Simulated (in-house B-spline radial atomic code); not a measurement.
**Ionising Zr IV (Zr3+) with different functionals**

Computed with a radial B-spline atomic code at the basis-set limit: non-relativistic Hamiltonian, point nucleus, spin-polarised at highest spin, spherical fractional occupations for the functionals, and exact exchange of hybrids averaged over the configuration. The ionisation energy is the difference of two self-consistent energies, [Kr] 4d1 → [Ar] 3d10 4s2 4p6, without Breit or QED terms; ε is the level of the shell that loses the electron (its least bound occupied spin orbital). There is no spin-orbit coupling in this Hamiltonian.

```json
{"method": "PBE0", "rung": "global hybrid", "ΔSCF (eV)": "34.87", "-ε(4d) (eV)": "30.55"}
{"method": "B3LYP", "rung": "global hybrid", "ΔSCF (eV)": "?", "-ε(4d) (eV)": "?"}
{"method": "TPSSh", "rung": "global hybrid", "ΔSCF (eV)": "34.70", "-ε(4d) (eV)": "29.44"}
{"method": "M06-2X", "rung": "global hybrid", "ΔSCF (eV)": "34.92", "-ε(4d) (eV)": "32.31"}
{"method": "BHandHLYP", "rung": "global hybrid", "ΔSCF (eV)": "34.76", "-ε(4d) (eV)": "31.96"}
{"method": "r2SCAN0", "rung": "global hybrid", "ΔSCF (eV)": "34.51", "-ε(4d) (eV)": "30.34"}
{"method": "B97-1", "rung": "global hybrid", "ΔSCF (eV)": "34.76", "-ε(4d) (eV)": "30.13"}
{"method": "HSE06", "rung": "range-separated hybrid", "ΔSCF (eV)": "34.85", "-ε(4d) (eV)": "30.12"}
{"method": "wB97X", "rung": "range-separated hybrid", "ΔSCF (eV)": "34.59", "-ε(4d) (eV)": "32.89"}
{"method": "CAM-B3LYP", "rung": "range-separated hybrid", "ΔSCF (eV)": "?", "-ε(4d) (eV)": "?"}
{"method": "LC-wPBE", "rung": "range-separated hybrid", "ΔSCF (eV)": "34.91", "-ε(4d) (eV)": "33.52"}
```

Q: What does CAM-B3LYP give?

A: ΔSCF 34.93 eV, and -ε(4d) = 32.04 eV.

Q: What does B3LYP give?

A: ΔSCF 34.93 eV, and -ε(4d) = 30.26 eV.

Q: Among the functionals, which spreads more, the ΔSCF values or the orbital energies?

A: The orbital energies: ΔSCF values span about 0.42 eV and the orbital energies 4.08 eV; here energy differences depend much less on the functional than eigenvalues do.

Q: How do they compare with the NIST value?

A: NIST lists 34.418 eV (measured, ground level to ground level). Errors run from +0.09 to +0.51 eV; r2SCAN0 is closest (+0.09 eV), but part of that can be cancellation, since the calculations leave out relativity, Breit-QED terms, multiplet and fine-structure energies.
